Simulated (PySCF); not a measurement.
# Orbital picture of K2

r²SCAN at R = 4.006 Å; basis K pcseg-2; no relativity; PySCF 2.14. State: ¹Σg⁺ (singlet), closed shell. Only the outer orbitals are listed.

| orbital | occ. | ε (eV) | main shells (%) |
| --- | --- | --- | --- |
| σg | 2 | -19.17 | 100 p |
| πu | 2 | -19.15 | 100 p |
| πu | 2 | -19.15 | 100 p |
| πg | 2 | -19.14 | 100 p |
| πg | 2 | -19.14 | 100 p |
| σu | 2 | -19.09 | 100 p |
| σg | 2 | -2.53 | 95 s |
| σu | 0 | -1.48 | 82 s, 17 p |
| πu | 0 | -0.72 | 93 p |
| πu | 0 | -0.72 | 93 p |

Which are the highest filled and the lowest empty level, where do they sit, and how wide is the gap?

Highest filled σg at -2.53 eV (in %: 95 s); lowest empty σu at -1.48 eV (in %: 82 s, 17 p); the gap at r²SCAN is 1.05 eV.

```json
{"bond order (Mayer)": "1.01", "⟨S²⟩": "0.000"}
```

Closed-shell solutions of metal pairs were not tested for spin polarisation, which can lower them a little.
